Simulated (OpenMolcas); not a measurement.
**Co3+: effect of the metal basis**

Co3+ with its 6 nearest chloride ions at 2.457 Å, on the Y site of Cs2NaYCl6 (a = 10.7396 Å, distance in the model lattice 2.619 Å). The rest of the host is ab initio model potentials to 7.6 Å and point charges beyond; the distance is set by hand and nothing relaxes.

```json
{
  "Program": "OpenMolcas 26.06",
  "Method": "CASSCF",
  "Spin-orbit coupling": "state interaction with AMFI integrals over the reference wave functions"
}
```

Fixed: ligand basis ANO-RCC-VDZP, active space 6 electrons in 5 orbitals (3d), DKH2 Hamiltonian.

States (labels of O, the rotations of Oh). Energies in cm-1 above the lowest state or level, χT in cm3 K/mol; under a threefold ground state the first gap can be a small split of the lowest multiplet, not the spin-orbit step.

| Run | Metal basis | Ground state | First state of that spin | First gap with spin-orbit (degeneracies) | χT at 300 K | First state of another spin | Cost |
| --- | --- | --- | --- | --- | --- | --- | --- |
| A | ANO-RCC-VDZP | 5T2 | 5E 6809 | 268.9 (3, 2) | 4.230 | 3T1 16678 | roughly 80 core-seconds |
| B | ANO-RCC-VTZP | 5T2 | 5E 6691 | 268.0 (3, 2) | 4.233 | 3T1 16919 | roughly 110 core-seconds |

Against A, the first state of the same spin changes by -1.7 % in B.

Costs are those of the RASSCF and RASSI steps.

An orbital triplet at a regular site is open to Jahn-Teller coupling, which can distort the site and quench the lowest spin-orbit gaps and is left out. Without dynamic correlation the repulsion within the d shell is too large (B by tens of per cent), so at a given field states of lower spin stand too high. CASSCF with metal d orbitals alone favours high spin, so a ground state of lower spin is not ruled out. Ligand-to-metal charge-transfer states are missing. With no ligand orbital active B as a rule stays too high, so bands that hang on it stand too high and its fall with covalency is understated. With metal d orbitals alone and no dynamic correlation the field as a rule comes out too small, by tens of per cent, by up to half for chloride and softer ligands, and with too little covalency χT stands high. No measured value stands beside these numbers; the geometry was set by hand and not optimised.
